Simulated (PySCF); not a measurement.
From one molecule to another.

First species: C7H10F2.
Structure used (GFN2-xTB), in Å, numbered top down from 1:
```
atom  x, y, z in Å
C1     1.7445   -0.0371    0.6575
C2     0.8733    0.0811   -0.5859
F3     1.7307    0.1266   -1.6886
C4    -0.0543   -1.1180   -0.7863
C5    -1.0626   -1.2405    0.3537
C6    -1.6737    0.0812    0.6962
C7    -1.1594    1.2190    0.2650
F8    -1.7423    2.3980    0.5981
C9     0.0546    1.3741   -0.5891
H10    2.5056    0.7397    0.6415
H11    1.1392    0.0806    1.5506
H12    2.2416   -1.0040    0.6798
H13   -0.5819   -0.9791   -1.7322
H14    0.5438   -2.0271   -0.8660
H15   -0.5780   -1.6504    1.2452
H16   -1.8508   -1.9415    0.0705
H17   -2.5512    0.0854    1.3239
H18    0.6532    2.2128   -0.2249
H19   -0.2422    1.6084   -1.6164
```

Second species: C5H7NO2Si2.
SMILES: `N#CC#C[SiH2][C@H]([SiH3])OC=O`

Levels: PBE0/pcSseg-1 for HOMO energy, LUMO energy and HOMO–LUMO gap. Geometries: GFN2-xTB. Each species is one conformer at its optimised geometry, gas phase, non-relativistic unless stated. Electronic properties by PySCF.

Dipoles, sizes and rotational constants follow the conformer. The torsions of the flexible species, by atom-mapped SMILES:
- `[N:1]#[C:2][C:3]#[C:4][SiH2:5][C@H:6]([SiH3:7])[O:8][CH:9]=[O:10]`: C4–Si5–C6–Si7 -72°, Si5–C6–O8–C9 14°, C6–O8–C9–O10 -3°

The conformers of `C[C@@]1(F)CCC=C(F)C1` aren't listed.

Values for the first species:

* HOMO energy: -7.17 eV
* LUMO energy: 0.51 eV
* HOMO–LUMO gap: 7.68 eV

Estimate the same properties for the second species, and the change in each.

```csv
property,first,second,second less first
HOMO energy,-7.17 eV,-8.33 eV,-1.16 eV
LUMO energy,0.51 eV,-1.52 eV,-2.03 eV
HOMO–LUMO gap,7.68 eV,6.81 eV,-0.87 eV
```

